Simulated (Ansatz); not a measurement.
`C[O][GeH]` + `CNC` → `C[N](C)[GeH]` + CH₃OH at 700 K and 1 bar (ligand exchange at a Ge–O bond).

Isolated molecules relaxed with PBE0-D4/def2-TZVP in Ansatz; ΔE leaves out vibrations. CCSD(T)/CBS is the MP2 limit (def2-TZVPP, def2-QZVPP) plus CCSD(T) − MP2 in def2-TZVPP, frozen cores. This one scheme is used for every species. For Ge outer-core shells are correlated without core-valence functions, which leaves a few kJ/mol of doubt a bond. Scalar relativity is left out up to krypton.

| species | CCSD(T)/CBS energy (Eh) | H − E (kJ/mol) | S (J/(mol·K)) |
| --- | --- | --- | --- |
| `C[O][GeH]` | -2191.71863 | 175.7 | 364.6 |
| `CNC` | -135.00321 | 296.9 | 352.4 |
| `C[N](C)[GeH]` | -2211.10778 | 303.0 | 423.6 |
| CH₃OH | -115.61712 | 170.8 | 288.5 |

H − E and S are ideal-gas, rigid-rotor, harmonic terms from PBE0-D4/def2-TZVP. 1 Eh = 2625.50 kJ/mol, R = 8.31446 J/(mol·K).

Q: By hand: ΔE, ΔH, ΔS and ΔG.

A: ΔE = (-2211.10778) + (-115.61712) − (-2191.71863) − (-135.00321) = -0.00306 Eh = -8.0 kJ/mol. Δ(H − E) = 303.0 + 170.8 − 175.7 − 296.9 = 1.2, so ΔH = -6.8 kJ/mol. ΔS = 423.6 + 288.5 − 364.6 − 352.4 = -4.9 J/(mol·K). ΔG = -6.8 − 700 × (-4.9)/1000 = -3.4 kJ/mol.

Q: By hand: the equilibrium constant, and the temperature at which ΔG would vanish if ΔH and ΔS stayed fixed.

A: log₁₀ K = −ΔG/(RT ln 10) = 0.3. ΔG = 0 at ΔH/ΔS = 1388 K, though so small a ΔH makes that figure unsure.

TΔS isn't small against ΔH here. The sign of ΔG lies within the doubt. A doubt of 5 kJ/mol in ΔE shifts log₁₀ K by 0.4 here. These are equilibria of isolated gas molecules and say nothing of rates. Largest T1 diagnostic: 0.016 (customary marks: 0.02 for closed shells, 0.045 for open ones).
